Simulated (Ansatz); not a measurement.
A structure relaxed at PBE0-D4/def2-TZVP in Ansatz, charge 0, singlet:

```tsv
atom	x (Å)	y (Å)	z (Å)
Au1	0.017	0.485	-1.097
N2	-0.013	-0.358	0.810
H3	-0.828	-0.052	1.329
H4	0.812	-0.092	1.337
H5	-0.037	-1.371	0.758
Cl6	0.049	1.388	-3.137
```

**Question.** Give its formula, name or SMILES and point group.

**Answer.** Au(NH3)Cl (AuNClH₃). Point group C3v (tolerance 0.1 Å).

**Question.** Summarise the bond lengths by kind (pairs closer than 1.2 times the sum of covalent radii, bridged metal pairs left out).

**Answer.** 1 × Au–N 2.08 Å; 1 × Au–Cl 2.23 Å; 3 × H–N 1.01 Å. The metal has 2 neighbours: N 2.08 Å, Cl 2.23 Å.

In the def2 sets Au takes a core potential; there is no spin–orbit coupling.
